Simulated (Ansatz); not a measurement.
Al(OH)3 (AlO₃H₃), relaxed as a singlet with RKS PBE-D4/def2-TZVP in Ansatz, starting from the GFN2-xTB geometry. Force threshold 0.02 eV/Å.

Start:

```xyz
7

Al    0.003    0.000    0.003
O    -1.506    0.288   -0.626
H    -1.947    0.098   -1.442
O     0.371    0.513    1.538
H    -0.098    0.976    2.218
O     1.140   -0.798   -0.903
H     2.037   -1.078   -0.787
```

(1) Estimate the energy that the relaxation releases and the steps that it takes.

(2) Does the start keep its bonding and symmetry?

(3) Predict the relaxed structure.

## Answers

(1) 0.18 eV, in 5 steps; 3.4 s on 4 threads of Arm Neoverse V2 on a shared host. No frequencies were taken in this run, so the end may be a saddle point.

(2) By distances, no bond broke or formed. The bond that changes most is Al1–O6, from 1.66 to 1.71 Å (atoms count from 1). Point group C3h at the start, C3h at the end, both within 0.05 Å.

(3) 
```tsv
atom	x (Å)	y (Å)	z (Å)
Al1	0.0003	0.0004	0.0000
O2	-1.5765	0.3384	-0.5607
H3	-1.8494	0.0625	-1.4465
O4	0.4726	0.4904	1.5659
H5	-0.1494	0.9600	2.1385
O6	1.1040	-0.8286	-1.0047
H7	1.9984	-1.0231	-0.6924
```
Bond lengths: 3 × Al–O 1.71 Å; 3 × H–O 0.97 Å.
